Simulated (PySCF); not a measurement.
# Reading the logs of faulty runs: AlBGeH6N

These are calculations, not measurements. The program is PySCF 2.14.0, an open-source quantum chemistry code, run on an isolated molecule that a program drew, which may never have been made. The molecule is AlBGeH6N (charge 0, doublet), drawn as the SMILES string `N[B][AlH][GeH3]`.

Each row is a Hartree-Fock (HF) and frozen-core CCSD(T) single point in the cc-pV(D+d)Z basis, meant for a local HF minimum. Run 1 is clean. Each other run has one planted mistake out of seven kinds, and not every kind appears here: one electron removed, one electron added, multiplicity raised by two, geometry at a saddle point, minimal basis STO-3G, one bond length entered in bohr, all coordinates scaled. The reference is restricted for singlets and unrestricted otherwise, and also for a bond in bohr. Adding or removing an electron swaps singlet and doublet. Electrons count all cores. HOMO and LUMO are orbital energies over both spins, the gradient is its largest component, and the lowest frequency (negative if imaginary) is given only where the gradient is small. Bond lengths are over the 9 bonds as drawn. T1 is the CCSD diagnostic: over 0.02 (restricted) or 0.045 (unrestricted) a single reference is doubtful. Germanium has the cc-pVDZ-PP basis, with a core potential (ECP10MDF) in place of its 10 inner electrons, and its 3s, 3p and 3d shells are frozen in CCSD(T).

Geometry of the clean run:
```xyz
10
AlBGeH6N, angstrom
N    -1.9883    1.1166   -1.2909
B    -0.9592    0.2542   -1.0335
Al    0.5568   -1.0380   -0.6279
Ge    0.3901   -2.5422    1.3706
H    -2.0284    2.0475   -0.9230
H    -2.7733    0.8773   -1.8655
H     1.8201   -1.0746   -1.5817
H    -0.9181   -2.3429    2.1588
H     0.4444   -4.0334    0.9872
H     1.5397   -2.3167    2.3711
```

```
run,electrons,basis functions,<S^2>,HOMO (eV),LUMO (eV),gradient (hartree/bohr),lowest frequency (cm^-1),mean bond (Å),longest bond (Å),T1,HF (hartree),CCSD(T) (hartree),mistake
1,63,104,0.760,-7.28,1.07,6.5e-06,51,1.5684,2.507,0.0164,-617.91144,-618.37913,no fault
2,63,104,1.557,-7.32,0.74,8.7e-03,-,1.7249,2.992,0.0559,-617.81242,-618.27434,one bond length entered in bohr
3,64,104,0.000,-0.32,7.44,3.0e-02,-,1.5684,2.507,0.0167,-617.88952,-618.39772,one electron added
4,63,104,0.760,-7.27,0.99,2.2e-02,-,1.6091,2.572,0.0173,-617.90578,-618.37690,all coordinates scaled
5,62,104,0.000,-14.10,-5.41,6.6e-02,-,1.5684,2.507,0.0157,-617.68006,-618.13448,?
```

**Which mistake was planted in run 5, and what did it cost?**

It counts 62 electrons, one fewer than the clean run, at the same geometry and basis. So the mistake is: one electron removed. Subtracting run 1 and multiplying by 627.51 kcal/mol a hartree, the energy moved by 145.2 kcal/mol in HF and 153.5 kcal/mol in CCSD(T).

Cautions from the logs. Run 2: T1 is over the limit, so its CCSD(T) energy is less reliable.
